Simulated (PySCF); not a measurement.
PbF: frontier orbitals

B3LYP at R = 2.069 Å; PySCF, scalar-relativistic core potentials, basis sets Pb def2-SVP with ECP60, F def2-SVP. State: ²Π (doublet), unpaired electrons π ↑. Only the outer orbitals are listed, counted within each symmetry, core potentials removing the inner ones.

```json
{"spin": "α", "orbital": "6σ", "occ.": "1", "ε (eV)": "-13.70", "on Pb (%)": "84", "main shells (%)": "83 Pb s, 14 F p"}
{"spin": "α", "orbital": "3π", "occ.": "1", "ε (eV)": "-9.20", "on Pb (%)": "7", "main shells (%)": "93 F p"}
{"spin": "α", "orbital": "3π", "occ.": "1", "ε (eV)": "-9.09", "on Pb (%)": "8", "main shells (%)": "92 F p"}
{"spin": "α", "orbital": "7σ", "occ.": "1", "ε (eV)": "-8.99", "on Pb (%)": "30", "main shells (%)": "70 F p, 15 Pb p, 13 Pb s"}
{"spin": "α", "orbital": "4π", "occ.": "1", "ε (eV)": "-4.32", "on Pb (%)": "95", "main shells (%)": "94 Pb p"}
{"spin": "α", "orbital": "4π", "occ.": "0", "ε (eV)": "-3.03", "on Pb (%)": "95", "main shells (%)": "94 Pb p"}
{"spin": "α", "orbital": "8σ", "occ.": "0", "ε (eV)": "-0.75", "on Pb (%)": "94", "main shells (%)": "87 Pb p"}
{"spin": "α", "orbital": "9σ", "occ.": "0", "ε (eV)": "4.33", "on Pb (%)": "101", "main shells (%)": "97 Pb s"}
{"spin": "β", "orbital": "6σ", "occ.": "1", "ε (eV)": "-13.20", "on Pb (%)": "81", "main shells (%)": "80 Pb s, 18 F p"}
{"spin": "β", "orbital": "3π", "occ.": "1", "ε (eV)": "-9.06", "on Pb (%)": "7", "main shells (%)": "93 F p"}
{"spin": "β", "orbital": "3π", "occ.": "1", "ε (eV)": "-8.86", "on Pb (%)": "6", "main shells (%)": "94 F p"}
{"spin": "β", "orbital": "7σ", "occ.": "1", "ε (eV)": "-8.84", "on Pb (%)": "32", "main shells (%)": "68 F p, 17 Pb s, 14 Pb p"}
{"spin": "β", "orbital": "4π", "occ.": "0", "ε (eV)": "-2.83", "on Pb (%)": "95", "main shells (%)": "94 Pb p"}
{"spin": "β", "orbital": "4π", "occ.": "0", "ε (eV)": "-2.14", "on Pb (%)": "96", "main shells (%)": "95 Pb p"}
{"spin": "β", "orbital": "8σ", "occ.": "0", "ε (eV)": "-0.57", "on Pb (%)": "94", "main shells (%)": "87 Pb p"}
```

Which are the highest filled and the lowest empty level, where do they sit, and how wide is the gap?

Highest filled α 4π at -4.32 eV (in %: 94 Pb p); lowest empty α 4π at -3.03 eV (in %: 94 Pb p); the gap at B3LYP is 1.29 eV. Both belong to one degenerate shell, split only by its one-sided filling, so this is no excitation gap.

```json
{"bond order (Mayer)": "0.92", "⟨S²⟩": "0.751", "charge on Pb (Mulliken, basis-dependent)": "0.46", "charge on Pb (Löwdin, basis-dependent)": "0.36", "dipole moment (positive dipole means Pb(−)F(+))": "-3.38 D", "polarisability along the bond": "34.8 bohr³", "polarisability across the bond": "28.0 bohr³"}
```

Shares are Mulliken populations and can fall outside 0 to 100 %.

Spin–orbit coupling is left out, which matters for elements this heavy, above all for dissociation energies. The state was picked by a PBE0 search and need not be the measured ground state.
